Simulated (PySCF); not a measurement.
# Property card for `C=CC(=C)O[Si](C)(C)C`

Species: C₇H₁₄OSi.
Bonds: C1–C2 (double), C2–C3, C3–C4 (double), C3–O5, O5–Si6, Si6–C7, Si6–C8, Si6–C9. Hydrogens: H10, H11 on C1; H12 on C2; H13, H14 on C4; H15, H16, H17 on C7; H18, H19, H20 on C8; H21, H22, H23 on C9.

Among its groups: C=C double bond and C–Si bond.

**PBE0-D3(BJ)/def2-SVP geometry optimisation, gas phase (PySCF)**

* Rotational constants A, B, C: 1.985, 0.888, 0.766 GHz

**wB97X-D/def2-SVPD ground state, ΔSCF and vertical TDDFT (core frozen in the response) (PySCF)**

- Dipole moment: 1.25 D
- HOMO energy: -8.13 eV
- LUMO energy: 1.09 eV
- HOMO–LUMO gap: 9.22 eV
- Lowest singlet excitation: 5.55 eV (223 nm, f = 0.405)
- Strongest line among the 10 lowest singlet transitions: S1 at 5.55 eV (223 nm, f = 0.405)
- Lowest triplet excitation (Tamm–Dancoff): 3.28 eV
- Static isotropic polarisability: 116.3 au
- Vertical ionisation energy: 8.18 eV
- Electronic spatial extent ⟨r²⟩ about the centre of nuclear charge: 1720 bohr²

**PBE0/pcSseg-1 ground state and GIAO shieldings, non-relativistic (PySCF)**

* Lowest Hirshfeld atomic charge: -0.22 e on C7/C8/C9
* Highest Hirshfeld atomic charge: +0.46 e on Si6
* 13C chemical shifts (computed TMS as zero) by class: 163.0 (C3), 142.6 (C2), 122.8 (C1), 96.4 (C4), -0.5 (C7/C8/C9) ppm
* 1H chemical shifts (computed TMS as zero) by class: 6.12 (H12), 5.98 (H11), 5.39 (H10), 4.29 (H13), 4.20 (H14), 0.26 (H15/H16/H17/H18/H19/H20/H21/H22/H23) ppm
* Isotropic shieldings of nuclei other than C and H, by class: 205 (O5), 328 (Si6) ppm
* Mayer bond orders between heavy atoms: C1–C2 1.93, C2–C3 1.06, C3–C4 1.80, C3–O5 1.03, O5–Si6 0.82, Si6–C7 0.98, Si6–C8 0.98, Si6–C9 0.98

Monoisotopic mass (most abundant isotopes): 142.0814 u.

S1 lies 3.67 eV below the HOMO–LUMO gap; its leading configuration is HOMO→LUMO, weight 0.96. The dipole equals about 4.2 × 10⁻³⁰ C·m (1 D = 3.33564 × 10⁻³⁰ C·m). The principal polarisabilities are 94.7, 117.2 and 136.9 au; their mean is the isotropic value. The polarisability is 17.23 Å³ as a volume (1 au = 0.148185 Å³), or 1.49 au for each of the 78 electrons. The ΔSCF ionisation energy exceeds −ε(HOMO) by 0.05 eV with wB97X-D. The vertical singlet–triplet gap S1 − T1 is 2.27 eV (TDDFT singlet less Tamm–Dancoff triplet; S1: HOMO→LUMO, weight 0.96; T1: HOMO→LUMO, weight 0.91). The rotational constants make it an asymmetric top with κ = (2B − A − C)/(A − C) = -0.80, nearer the prolate limit (−1).

 NMR classes are plain means over equivalent atoms (diastereotopic ones count apart unless rotation or inversion swaps them), as if these changed places fast; in this geometry the members of some classes differ.

Shape of the structure used: `[CH2:1]=[CH:2][C:3](=[CH2:4])[O:5][Si:6]([CH3:7])([CH3:8])[CH3:9]`: C1–C2–C3–C4 179°, C2–C3–O5–Si6 178°, C3–O5–Si6–C7 -62°.

One conformer stands for the species.
